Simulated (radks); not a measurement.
Species: Fe2+. Configuration: [Ar] 3d6. All-electron calculation, scalar-relativistic Kohn-Sham, PBE, spin-unpolarised, spherical densities, finite nucleus; Fermi nuclear charge, rms radius 3.7377 fm. Program: a radial shooting solver on a logarithmic mesh with Libxc functionals. Some entries of the table are withheld. Estimate them.

| orbital | occ. | eigenvalue (eV) | <r^2> (bohr^2) |
|---|---|---|---|
| 1s | 2 | -7017.548 | (1) |
| 2s | 2 | -837.9196 | (2) |
| 2p | 6 | -716.6911 | (3) |
| 3s | 2 | (4) | 0.7598 |
| 3p | 6 | -78.5141 | 0.8678 |
| 3d | 6 | -25.7172 | 1.517 |

Answer. 
(1) 1s <r^2> (bohr^2): 0.004596
(2) 2s <r^2> (bohr^2): 0.08412
(3) 2p <r^2> (bohr^2): 0.06816
(4) 3s eigenvalue (eV): -112.4710
